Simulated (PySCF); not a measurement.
Molecular orbitals of KH

r²SCAN at R = 2.276 Å; basis K def2-SVP, H def2-SVP; no relativity; PySCF 2.14. State: ¹Σ⁺ (singlet), closed shell. Only the outer orbitals are listed, counted within each symmetry.

```json
{"orbital": "4σ", "occ.": "2", "ε (eV)": "-36.38", "on K (%)": "100", "main shells (%)": "100 K s"}
{"orbital": "2π", "occ.": "2", "ε (eV)": "-19.47", "on K (%)": "100", "main shells (%)": "100 K p"}
{"orbital": "2π", "occ.": "2", "ε (eV)": "-19.47", "on K (%)": "100", "main shells (%)": "100 K p"}
{"orbital": "5σ", "occ.": "2", "ε (eV)": "-19.25", "on K (%)": "100", "main shells (%)": "100 K p"}
{"orbital": "6σ", "occ.": "2", "ε (eV)": "-3.35", "on K (%)": "33", "main shells (%)": "67 H s, 23 K s"}
{"orbital": "7σ", "occ.": "0", "ε (eV)": "-1.04", "on K (%)": "93", "main shells (%)": "64 K s, 28 K p"}
{"orbital": "3π", "occ.": "0", "ε (eV)": "0.42", "on K (%)": "100", "main shells (%)": "100 K p"}
{"orbital": "3π", "occ.": "0", "ε (eV)": "0.42", "on K (%)": "100", "main shells (%)": "100 K p"}
```

Problem. Which are the highest filled and the lowest empty level, where do they sit, and how wide is the gap?

Solution. Highest filled 6σ at -3.35 eV (in %: 67 H s, 23 K s); lowest empty 7σ at -1.04 eV (in %: 64 K s, 28 K p); the gap at r²SCAN is 2.31 eV.

```
bond order (Mayer)                             : 0.88
⟨S²⟩                                           : 0.000
charge on K (Mulliken, basis-dependent)        : 0.34
charge on K (Löwdin, basis-dependent)          : 0.30
dipole moment (positive dipole means K(−)H(+)) : -8.01 D
```
